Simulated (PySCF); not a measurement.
YO₂, SMILES [O]=[Y]=[O] (connectivity only; charge and spin as stated), neutral, multiplicity 2.

Geometry optimised at PBE-D3(BJ)/def2-TZVP. The def2 effective core potentials stand for the cores of Y; spin–orbit coupling is left out.

Calculation: PySCF 2.14.0 with TDA-M06-2X/def2-TZVPD.

Vertical excitations. 

```csv
state,energy (eV),λ (nm),f,main pairs
root 1,0.39,3150,0.000,β HOMO−1→LUMO 96 %
root 2,0.63,1980,0.000,β HOMO−2→LUMO 97 %
root 3,1.21,1024,0.000,β HOMO−3→LUMO 96 %
root 4,1.23,1007,0.000,β HOMO−4→LUMO 95 %
root 5,1.98,627,0.120,β HOMO→LUMO 86 %
root 6,2.88,431,0.002,β HOMO→LUMO+1 93 %
root 7,4.00,310,0.000,β HOMO−1→LUMO+1 91 %
root 8,4.09,303,0.014,β HOMO−2→LUMO+1 82 %
root 9,4.11,302,0.000,"β HOMO→LUMO+2 71 %, β HOMO→LUMO+5 16 %"
root 10,4.23,293,0.000,β HOMO→LUMO+3 85 %
```
Unrestricted roots are not spin-pure.
